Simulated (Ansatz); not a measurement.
```yaml
crystal:
  periodic: [false, false, false]
  atoms:
    - {symbol: O, position_ang: [-0.053860, 1.100003, -1.372449]}
    - {symbol: Ga, position_ang: [0.179297, 1.659960, 0.307645]}
    - {symbol: S, position_ang: [0.195320, 0.004777, 1.736626]}
    - {symbol: Si, position_ang: [-0.100867, -1.628769, 0.373943]}
    - {symbol: H, position_ang: [-0.068102, 1.794548, -2.033696]}
    - {symbol: H, position_ang: [0.349041, 3.156353, 0.688859]}
    - {symbol: H, position_ang: [1.011164, -1.734206, -0.599567]}
    - {symbol: H, position_ang: [-0.116781, -2.837003, 1.236842]}
    - {symbol: h, position_ang: [-1.395223, -1.515654, -0.338223]}
basis:
  gaussian: {orbitals: cc-pVTZ}
total_charge: -1
magnetization: {spin_polarized: true, initial_magnetization: 1}
hamiltonian: {xc: {name: wB97X-V}, pseudopotentials: {relativity: scalar}}
```

```sh
$ ansatz run in.yaml --threads 4 --pin off --events-out ev --progress --plain --max-ram 10444MiB
```

It prints (some lines left out):

```
Error: YAML parse error: error: line 12 column 16: `h` is not an element symbol (H … Og, case-exact)
10 |     - {symbol: H, position_ang: [1.011164, -1.734206, -0.599567]}
11 |     - {symbol: H, position_ang: [-0.116781, -2.837003, 1.236842]}
12 |     - {symbol: h, position_ang: [-1.395223, -1.515654, -0.338223]}
13 | basis:
14 |   gaussian: {orbitals: cc-pVTZ}
```

Problem. Something in this input is off. What?

Solution. An element symbol is wrong. The program refused the input.
